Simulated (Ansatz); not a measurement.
Species: sum formula Si$_{2}$NH$_{3}$Cl$_{4}$, charge 0, multiplicity 1. 
Structure (B3LYP-D3(BJ)/def2-TZVP (Ansatz, an electronic-structure program) minimum search):
```xyz
10

Cl     2.2985    -0.5977     1.9937
Si     1.4381     0.4799     0.4745
Cl     2.8539     0.6892    -0.9957
N      0.0522    -0.3204    -0.1267
Si    -1.5575     0.2524    -0.1849
Cl    -2.8071    -0.9760     0.8823
Cl    -2.2479     0.2868    -2.1167
H      1.0444     1.8008     0.9694
H      0.2041    -1.2525    -0.4953
H     -1.5993     1.6042     0.3770
```

Quantity: atomisation energy (electronic, to ground-state atoms), in kcal/mol. Correlated levels leave the core frozen unless marked. UHF or UKS for open shells. No spin-orbit coupling. Non-relativistic. The coupled-cluster limit lacks core correlation, which all-electron functionals hold. Basis-set limits of correlation are two-point, X^-3; Hartree-Fock from the larger set.

| level | program | atomisation energy (kcal/mol) |
|---|---|---|
| PBE0/def2-SVP | Ansatz | (withheld) |
| PBE0-D3(BJ)/def2-TZVPD | Ansatz + dftd3 | 812.5 |
| PBE0/def2-TZVPD | Ansatz | 803.7 |
| BHLYP-D4/def2-TZVPD | Ansatz + dftd4 | (withheld) |
| wB97M-V/def2-TZVPD | Ansatz | 820.1 |
| CCSD(T)/CBS(cc-pV(T+d)Z,cc-pV(Q+d)Z) | Ansatz | 820.2 |

### Question
Some entries are withheld; supply them.

### Answer

- PBE0/def2-SVP, atomisation energy (kcal/mol): 792.0
- BHLYP-D4/def2-TZVPD, atomisation energy (kcal/mol): 788.4
